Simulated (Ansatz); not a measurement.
Isomers of Li3Al5⁺ (doublet), relaxed with PBE-D4/def2-SVP; total energies from Ansatz at ωB97X-V/def2-TZVP.

```json
{"isomer": "A", "description": "point group not assigned; 7 × Al–Al 2.53 to 2.71 Å; 6 × Al–Li 2.73 to 2.98 Å", "energy (Eh)": "-1234.31817"}
{"isomer": "B", "description": "point group not assigned; 8 × Al–Li 2.74 to 2.99 Å; 7 × Al–Al 2.55 to 2.88 Å", "energy (Eh)": "-1234.31812"}
```

The isomers come from a short search, and lower ones may exist.

Task: Work out the relative energies (1 Eh = 2625.5 kJ/mol) and the Boltzmann populations at 800 K from electronic energies alone (R = 8.314 J/mol/K).

Result: ΔE: A 0.0, B 0.1 kJ/mol. RT = 6.65 kJ/mol. Factors exp(−ΔE/RT): A 1, B 0.985; sum 1.985. Populations: A 50.4 %, B 49.6 %. Zero-point energy, vibrational entropy and symmetry numbers are left out and can shift these; an error of 4 kJ/mol changes a ratio by a factor of 1.8. Over the other density-functional and correlated levels in def2 sets, the gap between A and B ranges from -6 to -1 kJ/mol.
